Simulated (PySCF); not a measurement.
boron atom (B), doublet; PBE/def2-SVP (PySCF).

Here is a job for PySCF.
```python
from pyscf import gto, scf, dft

mol = gto.M(
    atom='''
B     0.000000    0.000000    0.000000
''',
    basis='def2-svp',
    charge=0,
    spin=1,
    verbose=4,
)

mf = dft.UKS(mol)
mf.xc = 'pbe'
mf.grids.level = 5
mf.kernel()
mf.analyze()
```

The log (banner, timings and long lists left out):

```
PySCF version 2.14.0

[INPUT] verbose = 4
[INPUT] num. atoms = 1
[INPUT] num. electrons = 5
[INPUT] charge = 0
[INPUT] spin (= nelec alpha-beta = 2S) = 1
[INPUT] symmetry False subgroup None
[INPUT] Mole.unit = angstrom
[INPUT] Symbol           X                Y                Z      unit          X                Y                Z       unit  Magmom
[...]
nuclear repulsion = 0
number of shells = 6
number of NR pGTOs = 24
number of NR cGTOs = 14
basis = def2-svp
ecp = {}

******** <class 'pyscf.dft.uks.UKS'> ********
method = UKS
initial guess = minao
damping factor = 0
level_shift factor = 0
DIIS = <class 'pyscf.scf.diis.CDIIS'>
diis_start_cycle = 1
diis_space = 8
diis_damp = 0
SCF conv_tol = 1e-09
SCF conv_tol_grad = None
SCF max_cycles = 50
direct_scf = True
direct_scf_tol = 1e-13
number electrons alpha = 3  beta = 2
XC library pyscf.dft.libxc version 7.1.2
    S. Lehtola, C. Steigemann, M. J. T. Oliveira, and M. A. L. Marques,  SoftwareX 7, 1–5 (2018)
XC functionals = pbe
    J. P. Perdew, K. Burke, and M. Ernzerhof,  Phys. Rev. Lett. 77, 3865 (1996)
    J. P. Perdew, K. Burke, and M. Ernzerhof,  Phys. Rev. Lett. 78, 1396 (1997)
    J. P. Perdew, K. Burke, and M. Ernzerhof,  Phys. Rev. Lett. 77, 3865 (1996)
    J. P. Perdew, K. Burke, and M. Ernzerhof,  Phys. Rev. Lett. 78, 1396 (1997)
radial grids:
    Treutler-Ahlrichs [JCP 102, 346 (1995); DOI:10.1063/1.469408] (M4) radial grids

becke partition: Becke, JCP 88, 2547 (1988); DOI:10.1063/1.454033
pruning grids: <function nwchem_prune>
grids dens level: 5
symmetrized grids: False
atomic radii adjust function: <function treutler_atomic_radii_adjust>
small_rho_cutoff = 0
Set gradient conv threshold to 3.16228e-05
tot grids = 43160
init E= -24.555702680849

cycle= 1 E= -24.577940530554  delta_E= -0.0222  |g|= 0.0536  |ddm|= 0.669
cycle= 2 E= -24.5810402739569  delta_E= -0.0031  |g|= 0.0194  |ddm|= 0.191
cycle= 3 E= -24.5815101880426  delta_E= -0.00047  |g|= 0.0038  |ddm|= 0.0772
cycle= 4 E= -24.5815297346241  delta_E= -1.95e-05  |g|= 2.83e-05  |ddm|= 0.0113
cycle= 5 E= -24.5815297354319  delta_E= -8.08e-10  |g|= 2.73e-07  |ddm|= 7.17e-05
Extra cycle  E= -24.5815297354321  delta_E= -1.46e-13  |g|= 4.45e-08  |ddm|= 1.44e-06
converged SCF energy = -24.5815297354321  <S^2> = 0.75195693  2S+1 = 2.001956
**** SCF Summaries ****
Total Energy =                         -24.581529735432063
Nuclear Repulsion Energy =               0.000000000000000
One-electron Energy =                  -32.351561959068633
Two-electron Energy =                    7.770032223636571
Two-electron Coulomb Energy =           11.609309495005348
DFT Exchange-Correlation Energy =       -3.839277271368778
**** MO energy ****
                             alpha | beta                alpha | beta
[...]
To work with the spin densities directly, `use mulliken_meta_spin()` only printing them here.

 ** Mulliken spin pop alpha/beta on meta-lowdin orthogonal AOs **
 ** Mulliken Spin Density (per AO)  **
spin_pop of  0 B 1s       -0.00000
spin_pop of  0 B 2s        0.00205
spin_pop of  0 B 3s       -0.00122
spin_pop of  0 B 2px       0.81992
spin_pop of  0 B 2py       0.15482
spin_pop of  0 B 2pz       0.02238
spin_pop of  0 B 3px       0.00237
spin_pop of  0 B 3py       0.00045
spin_pop of  0 B 3pz       0.00006
spin_pop of  0 B 3dxy     -0.00032
spin_pop of  0 B 3dyz     -0.00001
spin_pop of  0 B 3dz^2    -0.00018
spin_pop of  0 B 3dxz     -0.00005
spin_pop of  0 B 3dx2-y2   -0.00028
 ** Mulliken Spin Density (per atom)  **
spin density of  0 B =      1.00000
 ** Mulliken pop alpha/beta on meta-lowdin orthogonal AOs **
 ** Mulliken pop       alpha | beta **
[...]
In total             3.00000 | 2.00000
 ** Mulliken atomic charges   ( Nelec_alpha | Nelec_beta ) **
charge of  0B =      0.00000  (     3.00000      2.00000 )
Dipole moment(X, Y, Z, Debye):  0.00000,  0.00000,  0.00000
```
